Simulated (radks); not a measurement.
Neutral caesium, 55 electrons, occupied as [Kr] 4d10 5s2 5p5 6s2 (not the ground configuration).

All-electron calculation, scalar-relativistic Kohn-Sham, XLYP, spin-polarised, spherical densities, finite nucleus; open shells are filled with parallel spins first (spin-orbit coupling, left out, can overturn this in heavy ions); Fermi nuclear charge, rms radius 4.8041 fm. Program: a radial shooting solver on a logarithmic mesh with Libxc functionals.

Energy parts (hartree):
| part | energy |
|---|---|
| total | -7787.5023 |
| kinetic | 8204.8139 |
| electron-nucleus | -18834.4241 |
| Hartree | 3035.2075 |
| exchange-correlation | -193.0996 |

Orbitals (lengths in bohr, moments of r in powers of bohr; <r^-3> diverges for s and p1/2; r(90%) holds 90 % of the orbital's charge):
orbital,occ.,eigenvalue (hartree),<1/r>,<r^-3>,r(90%)
1s up,1,-1315.984,59.40,-,0.0470
1s down,1,-1315.982,59.40,-,0.0470
2s up,1,-206.5768,13.64,-,0.173
2s down,1,-206.5759,13.64,-,0.173
2p up,3,-185.3463,13.00,6590,0.160
2p down,3,-185.3448,13.00,6590,0.160
3s up,1,-43.07468,4.916,-,0.439
3s down,1,-43.07314,4.916,-,0.439
3p up,3,-36.24244,4.668,1284,0.445
3p down,3,-36.24069,4.668,1284,0.445
3d up,5,-26.20822,4.423,176.7,0.429
3d down,5,-26.20653,4.423,176.7,0.429
4s up,1,-8.26163,2.018,-,1.000
4s down,1,-8.25808,2.018,-,0.999
4p up,3,-6.07669,1.856,263.0,1.08
4p down,3,-6.07308,1.856,263.0,1.08
4d up,5,-2.89694,1.584,28.52,1.27
4d down,5,-2.89204,1.586,28.57,1.26
5s up,1,-1.13274,0.7675,-,2.47
5s down,1,-1.10741,0.7686,-,2.47
5p up,3,-0.62824,0.6443,33.81,2.96
5p down,2,-0.60332,0.6417,33.60,2.99
6s up,1,-0.11057,0.2569,-,7.24
6s down,1,-0.10848,0.2539,-,7.31

The highest occupied level is 6s down at -2.952 eV. The spin density at the nucleus is -0.2445 e/bohr^3 (1s -0.2249, 2s 0.0592, 3s 0.0513, 4s 0.1746, 5s -0.6827, 6s 0.3779). Spin moment in Bohr magnetons: 1.
